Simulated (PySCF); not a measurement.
SMILES OC([SiH2][SiH2]c1occc1)=O, singlet, GFN2-xTB optimised geometry.

```
18

O     -1.87     1.07    -3.06
C     -2.76     0.74    -2.32
O     -3.55     1.64    -1.72
Si    -3.19    -1.05    -1.79
Si    -1.72    -1.60    -0.08
C     -0.40    -0.27     0.00
C      0.97    -0.27     0.00
C      1.38     1.08     0.00
C      0.23     1.81     0.00
O     -0.84     1.01     0.00
H     -3.29     2.54    -1.96
H     -4.61    -1.01    -1.43
H     -3.04    -1.87    -3.00
H     -2.38    -1.66     1.24
H     -1.01    -2.87    -0.25
H      1.60    -1.14     0.00
H      2.38     1.46     0.00
H      0.06     2.87     0.00
```

Density from PySCF with PBE0/def2-SVP at that geometry.

Minimum of the electron density along straight lines between bonded atoms, close to the bond critical point (lines longer than 1.1 times the sum of covalent radii, or with two minima, are not listed):

```
bond     length / Å  ρ at the minimum / e bohr⁻³  ∇²ρ there / e bohr⁻⁵  position (fraction from the first atom)
-------  ----------  ---------------------------  --------------------  ---------------------------------------
O1–C2         1.206                        0.416                  0.32                                     0.67
C2–O3         1.339                        0.301                 -0.27                                     0.33
C2–Si4        1.914                        0.109                  0.32                                     0.62
Si5–C6        1.874                        0.112                     …                                     0.38
C6–C7         1.369                        0.322                 -0.81                                     0.51
C7–C8         1.412                        0.293                     …                                     0.50
C8–C9         1.361                        0.326                 -0.84                                     0.48
C6–O10        1.358                        0.277                     …                                     0.33
C9–O10        1.339                        0.293                  0.07                                     0.33
O3–H11        0.973                        0.344                 -2.28                                     0.82
Si4–H12       1.466                        0.117                  0.32                                     0.49
Si4–H13       1.467                        0.117                  0.32                                     0.49
Si5–H14       1.472                        0.116                  0.32                                     0.49
Si5–H15       1.468                        0.116                  0.32                                     0.49
C7–H16        1.071                        0.286                 -1.11                                     0.64
C8–H17        1.071                        0.285                 -1.11                                     0.64
C9–H18        1.073                        0.291                 -1.17                                     0.65
```

Complete the blanks.


- Si5–C6, ∇²ρ there / e bohr⁻⁵: 0.37
- C7–C8, ∇²ρ there / e bohr⁻⁵: -0.70
- C6–O10, ∇²ρ there / e bohr⁻⁵: 0.08
